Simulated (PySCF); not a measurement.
**Löwdin shares of the frontier orbitals**

Compound: C6H9OP.
Cartesian coordinates in Å at the GFN2-xTB level; atoms count from 1:
```xyz
17
C6H9OP angstrom
C      2.8337    0.3751    0.1914
C      1.5766    0.4874   -0.2002
P      0.3071   -0.5113    0.6221
O      0.8035   -1.3880    1.6872
C     -1.0431    0.6793    1.0469
C     -1.8637    0.7295   -0.2021
C     -1.6769   -0.2376   -1.0870
C     -0.6651   -1.2849   -0.7481
H      3.6418    0.9392   -0.2470
H      3.0817   -0.3086    0.9885
H      1.2604    1.1531   -0.9901
H     -1.6109    0.2615    1.8840
H     -0.6681    1.6580    1.3512
H     -2.5765    1.5284   -0.3360
H     -2.2228   -0.3083   -2.0153
H     -1.1391   -2.1901   -0.3557
H     -0.0455   -1.5708   -1.5997
```

Level of theory: PySCF 2.14.0, density-fitted response routines, TDDFT CAM-B3LYP/def2-SVPD, vertical, gas phase, core orbitals frozen in the response.

Kohn–Sham orbitals with the atoms that hold most of them (Löwdin shares over 4%, at most four atoms; ? is withheld):

```csv
orbital,ε (eV),atoms
LUMO+2,1.22,"C6 13%, C7 13%, C2 8%, H11 8%"
LUMO+1,1.12,"C7 29%, C6 29%, C8 7%, C5 7%"
LUMO,0.46,?
HOMO,-8.90,?
HOMO-1,-8.96,"O4 51%, P3 14%, C5 11%, C8 11%"
HOMO-2,-9.29,"O4 55%, P3 11%, C2 8%, C7 6%"
HOMO-3,-9.75,"C2 38%, C1 35%, O4 8%, P3 5%"
```

**Question.** Which atoms hold the LUMO, and with what shares?

**Answer.** C1 (bonded to C and 2 H) 35%; C2 (bonded to C, P and H) 28%; P3 (bonded to 3 C and O) 7%; H9 (bonded to C) 6%. By element: carbon 63% or more, phosphorus 7%, hydrogen 6% or more.

**Question.** Give the leading atoms of the HOMO.

**Answer.** C7 (bonded to 2 C and H) 27%; C6 (bonded to 2 C and H) 27%; C8 (bonded to C, P and 2 H) 8%; C5 (bonded to C, P and 2 H) 8%.

**Question.** How does S1 compare with the orbital gap of 9.35 eV?

**Answer.** S1 is at 6.16 eV (f = 0.0008), 3.19 eV below the gap, made of HOMO→LUMO (49%), HOMO-2→LUMO (45%). Without the coupling terms of the response equations the lowest excitation would equal the gap.

**Question.** One configuration dominates each of S2, S4 and S6. Which, and how do the shares of the two leading atoms of either orbital change from the occupied to the empty one?

**Answer.** 
- S2 (6.44 eV, f 0.053), HOMO-1→LUMO (95%): O4 51% → at most 6%, P3 14% → 7%, C1 at most 12% → 35%, C2 at most 12% → 28%
- S4 (6.95 eV, f 0.0037), HOMO-1→LUMO+1 (91%): O4 51% → at most 7%, P3 14% → at most 7%, C7 at most 12% → 29%, C6 at most 12% → 29%
- S6 (7.15 eV, f 0.066), HOMO→LUMO+1 (73%): C7 27% → 29%, C6 27% → 29%

The run took 61 s on one thread of an Arm Neoverse V2, shared host with 96 logical CPUs at a one-minute load of 28, and the process peaked at 1.0 GiB of memory.

One conformer stands for the species.
